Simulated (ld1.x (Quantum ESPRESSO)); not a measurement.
chromium (Cr): excitation energies, all-electron against TM

- Element: Cr (Z = 24)
- Generator: ld1.x (Quantum ESPRESSO) 7.5
- Type: norm-conserving Troullier–Martins (Kleinman–Bylander form)
- Functional: PBEsol
- Relativity: scalar-relativistic
- Frozen core: [Ar]
- Valence charge: 6
- Reference configuration: 3d4 4s0 4p0 (charge +2)
- Partial waves: 4p (bound, empty): rc 3.05 bohr; 3d (bound): rc 1.20 bohr; 4s (bound, empty): rc 2.15 bohr
- Local potential: the s channel
- Core correction: Bessel-smoothed model core, default radius (core density twice the valence density)

Energies are relative to the spin-unpolarised reference configuration 3d4 4s0 4p0; without spin polarisation the order of configurations can differ from experiment.

```
valence configuration  charge  ΔE all-electron (eV)  error AE − PS (meV)
          3d5 4s1 4p0       0               -22.887                 -194
          3d3 4s0 4p0      +3                30.705                 -654
          3d5 4s0 4p1       0               -19.744                 -225
          3d2 4s0 4p0      +4                79.023                -2969
          3d6 4s0 4p0       0               -21.160                 -583
```

(1) What are ΔE and the potential's error for 3d4 4s1 4p1?

(2) What are ΔE and the potential's error for 3d5 4s0 4p0?

Levels in the configuration 3d6 4s0 4p0:

```csv
level,all-electron (eV),pseudo (eV)
3d,-1.311,-1.264
```

Answers

(1) ΔE = -19.351 eV all-electron; the error (AE − PS) is -23 meV.

(2) ΔE = -16.014 eV all-electron; the error (AE − PS) is -316 meV.
